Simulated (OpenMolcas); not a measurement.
Xe IV: input and output

Input:

```
&GATEWAY
Coord
1

Xe 0.0 0.0 0.0
Basis=ANO-R2
Group=XYZ
NoMove
AngMom=0.0 0.0 0.0
AMFI
&SEWARD
&RASSCF
FileOrb=start.orb
Symmetry=2
Spin=4
nActEl=5 0 0
Inactive=14 9
Ras2=1 3
CIRoot=1 1 1
SDav=1
CIMx=300
Iter=120 100
PrWF=0.3
OrbListing=Nothing
MaxOrb=0
Atom
>>> COPY $Project.JobIph JOBPRE
&RASSCF
FileOrb=start.orb
Symmetry=2
Spin=4
nActEl=5 0 0
Inactive=14 9
Ras2=2 6
CIRoot=1 1 1
SDav=234
CIMx=300
Iter=120 100
PrWF=0.3
OrbListing=Nothing
MaxOrb=0
Atom
>>> COPY $Project.JobIph JOB001
&RASSCF
FileOrb=start.orb
Symmetry=2
Spin=2
nActEl=5 0 0
Inactive=14 9
Ras2=2 6
CIRoot=11 11 1
SDav=516
CIMx=300
Iter=120 100
PrWF=0.3
OrbListing=Nothing
MaxOrb=0
Atom
>>> COPY $Project.JobIph JOB002
&RASSCF
FileOrb=start.orb
Symmetry=1
Spin=4
nActEl=5 0 0
Inactive=14 9
Ras2=2 6
CIRoot=3 3 1
SDav=270
CIMx=300
Iter=120 100
PrWF=0.3
OrbListing=Nothing
MaxOrb=0
Atom
>>> COPY $Project.JobIph JOB003
&RASSCF
FileOrb=start.orb
Symmetry=1
Spin=2
nActEl=5 0 0
Inactive=14 9
Ras2=2 6
CIRoot=9 9 1
SDav=492
CIMx=300
Iter=120 100
PrWF=0.3
OrbListing=Nothing
MaxOrb=0
Atom
>>> COPY $Project.JobIph JOB004
&RASSI
NrOfJobIphs=4 1 11 3 9
1
1 2 3 4 5 6 7 8 9 10 11
1 2 3
1 2 3 4 5 6 7 8 9
IphNames
JOB001
JOB002
JOB003
JOB004
EJob
SpinOrbit
DIPRint=1.0
SOCoupling=1000.0
Subsets=2
MEES
Property=10
'ANGMOM' 1 'ANGMOM' 2 'ANGMOM' 3 'MLTPL  1' 1 'MLTPL  1' 2 'MLTPL  1' 3
'AMFI' 1 'AMFI' 2 'AMFI' 3 'MLTPL  2' 6
SOProperty=3
'ANGMOM' 1 'ANGMOM' 2 'ANGMOM' 3
```

A driver script runs the steps one by one and writes start.orb anew before each from the orbitals found so far.

Output, cut to the results:

```
--- SEWARD ---
Basis set label: XE.ANO-R...7S6P4D2F1G.

      Electronic valence basis set:
      ------------------
      Associated Effective Charge  54.000000 au
      Associated Actual Charge     54.000000 au
      Nuclear Model: Finite nucleus - Gaussian distribution
        Gaussian exponent, Xi/bohr**(-2):  1.80305E+08

      Shell  nPrim  nBasis  Cartesian Spherical Contaminant
         s      23       7        X
         p      18       6        X
         d      12       4                 X
         f       6       2                 X
         g       5       1                 X
                  Relativistic X2C integrals
                  Atomic mean-field integrals
--- RASSCF ---
Wave function specifications:
      -----------------------------

      Number of closed shell electrons          46
      Number of electrons in active shells       5
      Max number of holes in RAS1 space          0
      Max nr of electrons in RAS3 space          0
      Number of inactive orbitals               23
      Number of active orbitals                  8
      Number of secondary orbitals              37
      Spin quantum number                      1.5
      State symmetry                             2
Orbital specifications:
      -----------------------

      Symmetry species                           1   2
                                                ag  au
      Frozen orbitals                            0   0
      Inactive orbitals                         14   9
      Active orbitals                            2   6
      RAS1 orbitals                              0   0
      RAS2 orbitals                              2   6
      RAS3 orbitals                              0   0
      Secondary orbitals                        20  17
      Deleted orbitals                           0   0
      Number of basis functions                 36  32
      Number of CSFs                           234
      Number of root(s) required                 1
      Iter CI   SX   CI       RASSCF       Energy    max ROT     max BLB   max BLB  Level Ln srch  Step   QN
          iter iter root      energy       change     param      element    value   shift minimum  type update
 Nr of preliminary CI iterations:   1
 ###############################################################################
 ###############################################################################
 ###                                                                         ###
 ###                                                                         ###
 ###    WARNING: Large orbital rotation.                                     ###
 ###                                                                         ###
 ###                                                                         ###
 ###############################################################################
 ###############################################################################
      Molecular orbital  16 of symmetry 1 MO space 2  weight is    0.227809
 ###############################################################################
        ...
        5   1    5    1  -441.32676317   -7.25E-06*  1.11E-02   12  18 2  1.87E-04*  0.00   1.66    LS   YES
        6   1    4    1  -441.32676456   -1.40E-06*  6.02E-04   10  24 1 -1.27E-04*  0.00   1.06    QN   YES
        7   1    4    1  -441.32676459   -2.70E-08*  2.63E-05   10  24 1  5.45E-05   0.00   0.87    QN   YES
        8   1    3    1  -441.32676459   -4.03E-09  -5.80E-05   10  19 1 -4.60E-06   0.00   1.05    QN   YES
      Convergence after  8 iterations
        9   1    3    1  -441.32676459   -1.23E-10  -5.80E-05   10  19 1 -4.56E-06   0.00   1.05    QN   YES
      Natural orbitals and occupation numbers for root  1
      sym 1:   1.997371   0.001532
      sym 2:   0.999556   0.999556   0.999556   0.000809   0.000809   0.000809
::    RASSCF root number  1 Total energy:  -7441.32676459
--- RASSCF ---
Wave function specifications:
      -----------------------------

      Number of closed shell electrons          46
      Number of electrons in active shells       5
      Max number of holes in RAS1 space          0
      Max nr of electrons in RAS3 space          0
      Number of inactive orbitals               23
      Number of active orbitals                  8
      Number of secondary orbitals              37
      Spin quantum number                      0.5
      State symmetry                             2
...
--- RASSI ---
SPIN-FREE ENERGIES:
  (Shifted by EMIN (a.u.) =      -7441.3267645921)

 SF State       Relative EMIN(au)   Rel lowest level(eV)    D:o, cm**(-1)      L_eff

     1             0.0000000000        0.0000000000              0.0000         0.0
     2             0.0870904024        2.3698505782          19114.1340         2.0
     3             0.0870904024        2.3698505782          19114.1340         2.0
     4             0.0870904024        2.3698505782          19114.1340         2.0
     5             0.0870904024        2.3698505782          19114.1340         2.0
     6             0.0870904024        2.3698505782          19114.1340         2.0
     7             0.1243867345        3.3847354768          27299.7327         1.0
     8             0.1243867345        3.3847354768          27299.7327         1.0
     9             0.1243867345        3.3847354768          27299.7327         1.0
    13             0.4819339264       13.1140902169         105772.2708         1.0
    14             0.4819339264       13.1140902169         105772.2708         1.0
    15             0.4819339264       13.1140902169         105772.2708         1.0
    16             0.6447162651       17.5436233094         141498.8646         2.0
    17             0.6447162651       17.5436233094         141498.8646         2.0
    18             0.6447162651       17.5436233094         141498.8646         2.0
    19             0.6447162651       17.5436233094         141498.8646         2.0
    20             0.6447162651       17.5436233094         141498.8646         2.0
    21             0.7296196720       19.8539627070         160133.0085         0.0
    22             0.7954176866       21.6444178980         174574.0036         1.0
    23             0.7954176866       21.6444178980         174574.0036         1.0
    24             0.7954176866       21.6444178980         174574.0036         1.0
...
```

Levels above the lowest, from the spin-orbit matrix, grouped by J:

```
Configuration  Term    J  E (cm-1)  Measured (cm-1)  Term weight %  Second
      5s2 5p3   4S*  3/2       0.0              0.0             91   8 2P*
      5s2 5p3   2D*  3/2     16859            13267             75  20 2P*
      5s2 5p3   2D*  5/2     21389            17511            100        
      5s2 5p3   2P*  1/2     29646            28036            100        
      5s2 5p3   2P*  3/2     36190            35650             72  24 2D*
       5s 5p4    4P  5/2    103713            99664             98        
       5s 5p4    4P  3/2    110082           106923             99        
       5s 5p4    4P  1/2    112369           109254             97    3 2S
```

Against the 7 measured excited levels shown (Saloman, J. Phys. Chem. Ref. Data 33, 765 (2004)) the mean absolute deviation is 2800 cm-1; the largest miss in energy is 5s 5p4 4P 5/2: computed 103713, measured 99664 cm-1 (+4.1 %), and the largest in proportion 5s2 5p3 2D* 3/2 [75 %] (+27.1 %).

Active for correlation alone: 6p 6s; no level in the range computed is led by a configuration that fills them, so any true level of that kind is missing. Terms of s pⁿ other than that of highest spin mix with s² pⁿ⁻² d, which this space lacks; all of them can be thousands of cm-1 off, and some have no real level of that name. Measured partners are found by configuration, term and J. A level has none where our copy of the source lacks it or the pairing is in doubt (some pairs that miss far off the trend of their configuration count as doubtful), and it then counts in no deviation. Levels of configurations outside the active space are missing. The first state left out of the spin-orbit step lies near 180000 cm-1 above the lowest spin-free state of the reference (among the parities and spins computed), and the list stops at four fifths of that energy or lower.

The term weight is that of the spin-free term in the level, not the purity of its configuration. A share in square brackets marks a mixed level and gives the weight of the term that names it. * marks odd parity.
